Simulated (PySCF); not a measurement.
# Nuclear quadrupole coupling in `CS[Si@@H](Cl)/C=C/[SiH3]`

C₃H₉ClSSi₂.
Z-matrix (Å and degrees, GFN2-xTB geometry), rows numbered from 1:
```
C 
S   1  1.8197
Si  2  2.1522  1   99.94
Cl  3  2.0302  2  110.20  1    54.73
C   3  1.8745  2  106.60  1   175.58
C   5  1.3318  3  125.02  2     3.82
Si  6  1.8844  5  125.27  3   179.66
H   1  1.0856  2  109.63  3    63.36
H   1  1.0854  2  109.69  3   -58.32
H   1  1.0845  2  106.59  3  -177.58
H   3  1.4604  2  107.65  1   -61.63
H   5  1.0838  3  116.19  2  -176.48
H   6  1.0848  5  117.50  3    -0.46
H   7  1.4639  6  108.95  5   115.62
H   7  1.4646  6  108.57  5  -124.77
H   7  1.4645  6  108.94  5    -4.81
```

Field gradients from the PBE0/pcSseg-1 density (PySCF, non-relativistic), principal values in atomic units, ordered |Vxx| ≤ |Vyy| ≤ |Vzz|:

| atom | Vxx | Vyy | Vzz |
| --- | --- | --- | --- |
| S2 | 0.2072 | 2.0869 | -2.2941 |
| Cl4 | -0.9107 | -1.1577 | 2.0684 |

**Question.** Find the asymmetry η = (Vxx − Vyy)/Vzz and the couplings χ = eQV/h (234.96 MHz × Q in barn × V in au), with Q(33S) = −0.0678 b, Q(35Cl) = −0.0817 b.

**Answer.** 
| atom | environment | nucleus | η | χzz (MHz) | χxx (MHz) | χyy (MHz) |
| --- | --- | --- | --- | --- | --- | --- |
| S2 | sulfur bonded to C and Si | 33S | 0.82 | 36.55 | -3.30 | -33.25 |
| Cl4 | silicon-bound chlorine | 35Cl | 0.12 | -39.71 | 17.48 | 22.22 |

**Question.** What is Vzz at Cl4 in SI units (1 au = 9.71736 × 10²¹ V/m²)?

**Answer.** 2.0684 au = 20.099 × 10²¹ V/m².

**Question.** And the gradient at the other heavy atoms, for which no coupling is worked out here?

**Answer.** 
| atom | environment | Vzz (au) | η |
| --- | --- | --- | --- |
| C1 | S-methyl carbon | 0.319 | 0.06 |
| Si3 | chlorine-bound silicon | -0.611 | 0.86 |
| C5 | alkene CH carbon | 0.338 | 0.33 |
| C6 | alkene CH carbon | 0.423 | 0.19 |
| Si7 | SiH3 silicon | 0.162 | 0.08 |

**Question.** What couplings would deuterons (Q(2H) = 0.00286 b) have in place of the hydrogens, at this geometry?

**Answer.** 
| atom | bonded to | bond length (Å) | Vzz (au) | η | χzz (kHz) |
| --- | --- | --- | --- | --- | --- |
| H8 | C1 | 1.086 | 0.3142 | 0.04 | 211 |
| H9 | C1 | 1.085 | 0.3112 | 0.04 | 209 |
| H10 | C1 | 1.084 | 0.3178 | 0.05 | 214 |
| H11 | Si3 | 1.460 | 0.1617 | 0.01 | 109 |
| H12 | C5 | 1.084 | 0.3227 | 0.05 | 217 |
| H13 | C6 | 1.085 | 0.3167 | 0.05 | 213 |
| H14 | Si7 | 1.464 | 0.1619 | 0.01 | 109 |
| H15 | Si7 | 1.465 | 0.1613 | 0.02 | 108 |
| H16 | Si7 | 1.464 | 0.1612 | 0.02 | 108 |

Geometry: GFN2-xTB, one conformer, isolated molecule. GFN2-xTB bond lengths can be off by several hundredths of an ångström, more for odd bonds, and the gradients follow them. The basis is small and wasn't made for field gradients, so the couplings can be 20 % off.
